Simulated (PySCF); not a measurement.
**RuO4: adding exact exchange**

Base calculation in PySCF with density fitting and no spin–orbit coupling, PBE/def2-TZVP (scalar-relativistic core potentials): singlet, Td, Ru–O 1.694 Å (×4); wavenumbers 328 (×2), 353 (×3), 934, 958 (×3) cm⁻¹; gap between the highest occupied and lowest empty levels 3.15 eV, polar-tensor charge of Ru 1.72 e, atomisation energy (no zero-point energy) 2188 kJ/mol.

**Question.** What changes on going to PBE0/def2-TZVP (scalar-relativistic core potentials)?

**Answer.** The point group stays the same. Changes: mean bond to Ru -0.031 Å, highest wavenumber +70 cm⁻¹, lowest wavenumber +24 cm⁻¹, gap between the highest occupied and lowest empty levels +2.29 eV, polar-tensor charge of Ru +0.35 e, atomisation energy (no zero-point energy) -460 kJ/mol. The new structure has Ru–O 1.663 Å (×4), with wavenumbers 352 (×2), 376 (×3), 1018, 1028 (×3) cm⁻¹. Exact exchange shortens and stiffens the bonds and opens the gap, the usual pattern.

The structures come from searches over a few start shapes, so lower isomers are not excluded.
